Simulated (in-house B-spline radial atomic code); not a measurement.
# Ionising Zn VIII (Zn7+) with different functionals

Computed with a B-spline radial code for spherical atoms: scalar-relativistic (spin-free X2C) Hamiltonian, Fermi nucleus of rms radius 3.9283 fm, spin-polarised at highest spin, spherical fractional occupations for the functionals, and exact exchange of hybrids averaged over the configuration. The ionisation energy is the difference of two self-consistent energies, [Ar] 3d5 → [Ar] 3d4, without Breit or QED terms; ε is the level of the shell that loses the electron (its least bound occupied spin orbital).

| method | rung | ΔSCF (eV) | -ε(3d) (eV) |
| --- | --- | --- | --- |
| PBE0 | global hybrid | ? | ? |
| B3LYP | global hybrid | 173.69 | 161.89 |
| TPSSh | global hybrid | 173.53 | 160.01 |
| BHandHLYP | global hybrid | 173.74 | 167.22 |
| r2SCAN0 | global hybrid | 174.52 | 163.72 |
| B97-1 | global hybrid | 173.58 | 161.96 |
| HSE06 | range-separated hybrid | ? | ? |
| wB97X | range-separated hybrid | 173.22 | 164.44 |
| CAM-B3LYP | range-separated hybrid | 173.63 | 163.90 |
| LC-wPBE | range-separated hybrid | 173.47 | 163.98 |

Problem. What does HSE06 give?

Solution. ΔSCF 173.62 eV, and -ε(3d) = 162.30 eV.

Problem. What does PBE0 give?

Solution. ΔSCF 173.71 eV, and -ε(3d) = 162.81 eV.

Problem. Among the functionals, which spreads more, the ΔSCF values or the orbital energies?

Solution. The orbital energies: ΔSCF values span about 1.30 eV and the orbital energies 7.21 eV; here energy differences depend much less on the functional than eigenvalues do.

Problem. How do they compare with the NIST value?

Solution. NIST lists 174 eV ± 1.7 (semi-empirical, ground level to ground level). Errors run from -0.68 to +0.62 eV; all lie within about twice that uncertainty, so the table can't rank the methods.
